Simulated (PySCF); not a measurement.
Compound: C₇H₅Cl.
Numbering: `[CH:1]#[C:2][C:3]1=[C:4]([Cl:5])[CH:6]=[CH:7][CH2:8]1` (hydrogens: H9 on C1; H10 on C6; H11 on C7; H12, H13 on C8)

Geometry (GFN2-xTB, Å), atoms numbered from 1 in this order:
```
atom  x, y, z in Å
C1     3.0397   -0.1826   -0.4821
C2     1.8563   -0.0660   -0.3019
C3     0.4803    0.0615   -0.0922
C4    -0.2806    1.1823   -0.1717
Cl5    0.2642    2.7595   -0.5592
C6    -1.6590    0.8671    0.1186
C7    -1.7589   -0.4444    0.3784
C8    -0.4170   -1.0876    0.2711
H9     4.0718   -0.2778   -0.6403
H10   -2.4460    1.5977    0.1164
H11   -2.6492   -0.9905    0.6300
H12   -0.1093   -1.5530    1.2100
H13   -0.3967   -1.8657   -0.4949
```

The closed-shell SCF was solved with PySCF and density fitting under several settings on one GFN2-xTB geometry (grid level 2 and gas phase unless stated).

```csv
settings,basis functions,SCF cycles,E (Eh),HOMO (eV),LUMO (eV),dipole (D)
PBE0/pcSseg-1,168,15,-729.3225,-6.36,-1.52,2.09
PBE0/def2-SVPD,207,14,-729.0557,-6.37,-1.54,2.10
```

Problem. Estimate the row for these settings: OLYP/pcSseg-1.

Solution. 
```
     settings  basis functions  SCF cycles     E (Eh)  HOMO (eV)  LUMO (eV)  dipole (D)
OLYP/pcSseg-1              168          16  -729.7279      -5.17      -2.10        1.97
```

Problem. Over all rows, what range does the HOMO–LUMO gap span?

Solution. From 3.07 eV (OLYP/pcSseg-1) to 4.84 eV (PBE0/pcSseg-1). The functional of the narrowest has no exact exchange, that of the widest 25 % exact exchange.

Problem. And the dipole moment?

Solution. From 1.97 D (OLYP/pcSseg-1) to 2.10 D (PBE0/def2-SVPD); the largest is 1.07 times the smallest, and the median is 2.09 D.

Problem. Compare two rows with the functional PBE0: PBE0/pcSseg-1 and PBE0/def2-SVPD. Which energy is lower, and by how much?

Solution. PBE0/pcSseg-1 (168 functions) lies 0.2668 Eh or 167 kcal/mol below PBE0/def2-SVPD (207 functions). The smaller set gives the lower energy; the two sets aren't nested, so the variational bound doesn't order them by size.

Whole jobs, the steps after the SCF included, on one thread, Arm Neoverse V2 (aarch64) (shared host):

```csv
settings,work after the SCF,wall time,peak memory
PBE0/pcSseg-1,"shieldings, ring-centre shieldings, charges and field gradients, density and orbital grids written",25 s,0.80 GiB
PBE0/def2-SVPD,"6 singlets by full TDDFT, 2 Tamm–Dancoff triplets, polarisability, density and orbital grids written",32 s,0.89 GiB
OLYP/pcSseg-1,"shieldings, ring-centre shieldings",24 s,0.68 GiB
```

Cycle counts include a coarse-grid stage where the run had one.
